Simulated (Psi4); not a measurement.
H₅GeNO₂, singlet, at a GFN2-xTB geometry, atoms displaced at random by about 0.03 Å a coordinate; HF/STO-3G, gradient (Psi4).

Here is a job for Psi4.
```
memory 2 GB

molecule mol {
0 1
Ge    0.051900   -0.029231    0.268772
N    -1.292221   -1.181121    0.113018
O    -0.320355    1.542881   -0.277476
O     1.403614   -0.405936   -0.793126
H     0.527080    0.005360    1.692903
H    -2.106831   -0.929717    0.690084
H    -1.642956   -1.240139   -0.821199
H     0.335352    2.061318   -0.795748
H     1.596307   -1.414250   -0.804674
symmetry c1
no_reorient
no_com
}

set {
  basis sto-3g
  reference rhf
}

gradient('scf')
print_variables()
```

Output, abridged:

```
gradient() will perform analytic gradient computation.

   => Loading Basis Set <=

    Name: STO-3G
    Role: ORBITAL
    Keyword: BASIS

         ---------------------------------------------------------
                                   SCF
               by Justin Turney, Rob Parrish, Andy Simmonett
                          and Daniel G. A. Smith
                              RHF Reference
         ---------------------------------------------------------

  ==> Geometry <==

    Molecular point group: c1
    Full point group: C1

    Geometry (in Angstrom), charge = 0, multiplicity = 1:

       Center              X                  Y                   Z               Mass
    ------------   -----------------  -----------------  -----------------  -----------------
         GE           0.051900000000    -0.029231000000     0.268772000000    73.921177761000
         N           -1.292221000000    -1.181121000000     0.113018000000    14.003074004430
         O           -0.320355000000     1.542881000000    -0.277476000000    15.994914619570
         O            1.403614000000    -0.405936000000    -0.793126000000    15.994914619570
         H            0.527080000000     0.005360000000     1.692903000000     1.007825032230
         H           -2.106831000000    -0.929717000000     0.690084000000     1.007825032230
         H           -1.642956000000    -1.240139000000    -0.821199000000     1.007825032230
         H            0.335352000000     2.061318000000    -0.795748000000     1.007825032230
         H            1.596307000000    -1.414250000000    -0.804674000000     1.007825032230

  Running in c1 symmetry.

  Rotational constants: A =      0.21382  B =      0.17769  C =      0.11836 [cm^-1]
  Rotational constants: A =   6410.24757  B =   5326.92775  C =   3548.30256 [MHz]
  Nuclear repulsion =  328.202439199982393

  Charge       = 0
  Multiplicity = 1
  Electrons    = 60
  Nalpha       = 30
  Nbeta        = 30

  ==> Algorithm <==

  SCF Algorithm Type is DF.
  DIIS enabled.
  MOM disabled.
  Fractional occupation disabled.
  Guess Type is SAD.
  Energy threshold   = 1.00e-08
  Density threshold  = 1.00e-08
  Integral threshold = 1.00e-12

  ==> Primary Basis <==

  Basis Set: STO-3G
    Blend: STO-3G
    Number of shells: 22
    Number of basis functions: 38
    Number of Cartesian functions: 39
    Spherical Harmonics?: true
    Max angular momentum: 2

   => Loading Basis Set <=

    Name: (STO-3G AUX)
    Role: JKFIT
[...]
  @DF-RHF Final Energy: -2256.11767878285400
    Total Energy =                      -2256.1176787828540000
[...]
         O           -0.320355000000     1.542881000000    -0.277476000000    15.994914619570
         O            1.403614000000    -0.405936000000    -0.793126000000    15.994914619570
         H            0.527080000000     0.005360000000     1.692903000000     1.007825032230
         H           -2.106831000000    -0.929717000000     0.690084000000     1.007825032230
         H           -1.642956000000    -1.240139000000    -0.821199000000     1.007825032230
         H            0.335352000000     2.061318000000    -0.795748000000     1.007825032230
         H            1.596307000000    -1.414250000000    -0.804674000000     1.007825032230

  Nuclear repulsion =  328.202439199982393

  ==> Basis Set <==

  Basis Set: STO-3G
    Blend: STO-3G
    Number of shells: 22
    Number of basis functions: 38
    Number of Cartesian functions: 39
    Spherical Harmonics?: true
    Max angular momentum: 2

  ==> DFJKGrad: Density-Fitted SCF Gradients <==

    Gradient:                    1
    J tasked:                  Yes
    K tasked:                  Yes
    wK tasked:                  No
    Integrals threads:           1
    Schwarz Cutoff:          1E-12
    Fitting Condition:       1E-10

   => Auxiliary Basis Set <=

  Basis Set: (STO-3G AUX)
    Blend: DEF2-UNIVERSAL-JKFIT
    Number of shells: 165
    Number of basis functions: 587
    Number of Cartesian functions: 750
    Spherical Harmonics?: true
    Max angular momentum: 5

  -Total Gradient:
     Atom            X                  Y                   Z
    ------   -----------------  -----------------  -----------------
       1       -0.038613637236    -0.002507221776    -0.008598746278
       2       -0.006452577515    -0.018313356994    -0.024234028156
       3        0.019781810819    -0.014583878569    -0.000712619255
       4        0.000415925568     0.049123966397    -0.003310335137
       5        0.010983655031     0.001336456589     0.018431612160
       6       -0.005822974200     0.005997856187     0.001672586962
       7        0.011061390836     0.005503857126     0.026574580002
       8       -0.002607945840     0.019211012464    -0.006569780531
       9        0.011254352536    -0.045768691422    -0.003253269780

  Variable Map:
  ----------------------------------------------------------------------------
[...]
  Array Variable Map:
  ----------------------------------------------------------------------------
[...]
[...]
```
